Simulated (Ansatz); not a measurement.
The same path of H2O + H2O + H4Sn (11 atoms, charge 0, multiplicity 1) was run twice with different band settings. Lost on the way: Sn1–H2, H6–O7, H8–O9. Made: Sn1–O7, H2–H8, H6–O9.

Computed with RKS r2SCAN/def2-SVP (Ansatz).

Relaxed end points:

```xyz
11
Properties=species:S:1:pos:R:3
Sn -0.460 1.223 -1.174
H 0.179 1.303 0.423
H 0.718 0.711 -2.296
H -1.917 0.343 -1.216
H -0.833 2.867 -1.560
H 0.342 -1.475 0.481
O 0.196 -1.541 -0.486
H 0.643 0.052 1.930
O 0.486 -0.867 2.200
H 1.068 -1.769 -0.833
H -0.422 -0.846 2.532
```

```xyz
11
Properties=species:S:1:pos:R:3
Sn -0.557 0.341 -1.720
H 1.021 0.751 3.983
H -0.457 0.129 -3.434
H -2.152 0.033 -1.201
H 0.104 1.853 -1.289
H 0.426 -0.594 0.612
O 0.604 -1.180 -1.052
H 0.788 0.639 3.268
O -0.153 0.050 1.079
H 1.208 -1.513 -1.729
H -0.831 -0.509 1.482
```

Common settings: movable images 7; climbing image yes; optimiser quadratic models (default); start path through a guess of the saddle point; force threshold 0.05 eV/Å; iteration limit 60; end points relaxed.

| run | spring |
| --- | --- |
| 1 | 5.0 eV/Å² |
| 2 | 2.0 to 10.0 eV/Å², energy-weighted |

Question: What does each run give, and how far can it be trusted?

Answer: Run 1: converged after 32 iterations, highest image 1.191 eV above the first end. A vibrational analysis at the climbing image gives one clearly imaginary mode, 1127i cm⁻¹: a first-order saddle point.
Run 2: converged after 20 iterations, highest image 1.190 eV above the first end. Another band between the same ends (7 images) ends at a top of the same energy, where a vibrational analysis finds 1 clearly imaginary mode.
The orbitals stay closed-shell, which can raise the energy where a bond breaks towards radicals; this wasn't checked here.
